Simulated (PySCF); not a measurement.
C3H7Si, SMILES C1C[SiH]C1 (connectivity only; charge and spin as stated), charge +1, multiplicity 1.

Geometry optimised at r2SCAN-D4/def2-SVP. The geometry has at least one imaginary mode, so it is a saddle point at that level. The spin state was assumed, not searched. The isomer is the one that the SMILES or the coordinates give; other isomers of the formula were not compared.

Method: PBE/def2-TZVP (PySCF).

Symmetry labels are those of the subgroup Cs that the program uses (full group Cs).

Question: List the valence orbital energies around the gap with their symmetry. (The exact figures need the calculation; the answer reports its results.)

Answer: 
```
orbital  symmetry  energy (eV)
-------  --------  -----------
HOMO−7         A'       -18.03
HOMO−6         A'       -16.84
HOMO−5         A'       -16.53
HOMO−4         A"       -15.07
HOMO−3         A"       -14.23
HOMO−2         A'       -13.46
HOMO−1         A"       -13.29
HOMO           A'       -12.87
LUMO           A'        -9.26
LUMO+1         A'        -6.11
LUMO+2         A"        -5.88
LUMO+3         A'        -4.08
```
